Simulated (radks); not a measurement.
A nucleus of charge 32.5 with 31 electrons, 31 electrons, occupied as [Ar] 3d10 4s2 4p1. Calculated with a radial shooting solver on a logarithmic mesh with Libxc functionals: scalar-relativistic Kohn-Sham, LDA (Slater exchange, Perdew-Wang correlation), spin-unpolarised, spherical densities, point nucleus.

Unscreened Slater integrals over Kohn-Sham orbitals (cm^-1).

F0(4p,4p): 85852
F2(4p,4p): 45024
F0(4p,4s): 93455
G1(4p,4s): 61359
F0(4p,3d): 111620
F2(4p,3d): 22577
G1(4p,3d): 8352.9
G3(4p,3d): 7308.8
F0(4p,3p): 112530
F2(4p,3p): 20019
G0(4p,3p): 4919.9
G2(4p,3p): 5621.0
F0(4s,4s): 103930
F0(4s,3d): 132240
G2(4s,3d): 12789
F0(4s,3p): 133680
G1(4s,3p): 8498.3
F0(3d,3d): 288420
F2(3d,3d): 134860
F4(3d,3d): 84176
F0(3d,3p): 299310
F2(3d,3p): 142000
G1(3d,3p): 173760
G3(3d,3p): 106380
F0(3p,3p): 313580
F2(3p,3p): 156560

Derived for the open shells (J is the average intra-shell exchange parameter used in DFT+U). 4p: J = F2/5 = 9005 cm^-1.
